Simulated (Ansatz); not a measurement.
Reaction (silylene formation by 1,1-elimination): `F[SiH](S)[GaH2]` → `[GaH3]` + `F[Si]S`

Calculated with Ansatz (gas phase, PBE0-D4/def2-TZVP geometries, no zero-point term in ΔE). CBS: MP2 limit from def2 TZ/QZ plus the TZ coupled-cluster correction, frozen cores. This one scheme is used for every species. DFT in def2-TZVPP. B3LYP here is the variant with VWN-RPA as its local correlation; programs differ in this. HSE06 is defined as in plane-wave codes. For Ga outer-core shells are correlated without core-valence functions, which leaves a few kJ/mol of doubt a bond. Scalar relativity is left out up to krypton. One conformer a species, not always the lowest.

`F[SiH](S)[GaH2]`:

Cartesian coordinates in Å:
```
F -0.849 0.090 2.061
Si -0.658 -0.489 0.574
S -2.012 0.423 -0.805
Ga 1.541 -0.031 -0.293
H -1.124 -1.898 0.598
H -1.352 1.592 -0.875
H 2.011 1.468 -0.346
H 2.443 -1.154 -0.914
```

`[GaH3]`:

Z-matrix (Å, degrees):
```
Ga
H 1 1.568
H 1 1.568 2 120.0
H 1 1.568 2 120.0 3 -179.9
```

`F[Si]S`:

Cartesian coordinates in Å:
```
F 0.490 -1.445 0.373
Si -0.906 -0.662 0.594
S -0.419 1.229 -0.316
H 0.836 0.878 -0.651
```

| level | ΔE (kJ/mol) | difference from CCSD(T)/CBS |
| --- | --- | --- |
| revPBE-D4 | 154.4 | -6.9 |
| PBE0-D4 | 170.8 | 9.5 |
| B3LYP-D4 | 150.6 | -10.7 |
| HSE06-D4 | 170.6 | 9.3 |
| CAM-B3LYP-D4 | 154.2 | -7.1 |
| ωB97M-V | 144.6 | -16.7 |
| B2PLYP | 147.3 | -14.0 |
| PBE | 150.8 | -10.5 |
| HSE06 | 163.3 | 2.0 |
| CAM-B3LYP | 146.0 | -15.3 |
| LC-ωPBE | 171.9 | 10.6 |
| MP2/def2-TZVPP | 164.6 | 3.3 |
| SCS-MP2/def2-TZVPP | 155.6 | -5.7 |
| CCSD/def2-TZVPP | 152.8 | -8.5 |
| CCSD(T)/def2-TZVPP | 153.8 | -7.5 |
| HF/def2-QZVPP | 143.7 | -17.6 |
| CCSD(T)/CBS | 161.3 | 0 |

Largest T1 diagnostic among the species: 0.015.

At CCSD(T), def2-SVP lies −24.4 kJ/mol from the extrapolated value and def2-TZVPP −7.5 kJ/mol. From BLYP to BHLYP (50 % exact exchange), in def2-TZVPP and without D4, ΔE moves by +29.7 kJ/mol.

CCSD(T)/CBS has its own doubt, a few kJ/mol and more with outer-core shells, so smaller differences from it don't rank the levels.
